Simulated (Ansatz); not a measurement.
Mulliken charges of `[F][SnH]([Cl])[O][SiH3]` from r2SCAN/def2-TZVPP in Ansatz (PBE0-D4/def2-TZVP geometry).

| atom | x (Å) | y (Å) | z (Å) | charge (e) |
| --- | --- | --- | --- | --- |
| F1 | 0.129 | 0.124 | -2.594 | -0.462 |
| Sn2 | -1.032 | 0.588 | -1.158 | 1.246 |
| Cl3 | -2.445 | -1.205 | -0.909 | -0.345 |
| O4 | 0.099 | 0.689 | 0.393 | -0.608 |
| Si5 | 1.064 | -0.345 | 1.235 | 0.469 |
| H6 | -1.797 | 2.057 | -1.472 | -0.069 |
| H7 | 0.654 | -0.326 | 2.662 | -0.081 |
| H8 | 2.476 | 0.101 | 1.121 | -0.080 |
| H9 | 0.940 | -1.729 | 0.705 | -0.071 |

Q: By hand: the dipole of these point charges (1 e Å = 4.8032 D).

A: Σ q r = (-0.257, 0.510, 0.156) e Å, of length 0.592 e Å = 2.84 D.

Q: How does the dipole of the full density compare? (Estimate.)

A: Ansatz gave: (-0.234, 0.374, 0.118) e Å, 2.19 D; the point charges give 1.30 times that, at 5° from its direction.

Point charges leave out the atoms' own dipoles, such as those of lone pairs, and Mulliken's split depends on the basis, so the two needn't agree.
